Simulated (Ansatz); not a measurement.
## How basis sets differ on Si2H4Cl2O (SMILES [SiH3]O[SiH](Cl)Cl)

Si2H4Cl2O: 9 atoms, total charge 0, spin state singlet. SMILES: `[SiH3]O[SiH](Cl)Cl`. The shape is that of a PBE0-D4/def2-TZVP optimisation. This is one conformer, not always the lowest.

Each level gives the HOMO–LUMO gap (eV). The values are calculated.

```csv
level,kind,program,value (eV),CPU time
HF/STO-3G,Hartree–Fock,Ansatz,18.10,4.7 s
HF/3-21G,Hartree–Fock,Ansatz,16.52,7.6 s
HF/def2-SVP,Hartree–Fock,Ansatz,16.39,17 s
HF/cc-pVTZ,Hartree–Fock,Ansatz,15.92,1.9 min
```

The values span 15.92 to 18.10 eV. A Hartree–Fock LUMO above zero doesn't converge with the basis: it sinks as sets grow more diffuse. Orbital gaps aren't excitation energies. CPU times are rough (shared hosts, several kinds of processor): they show what a rung costs within a factor of a few.
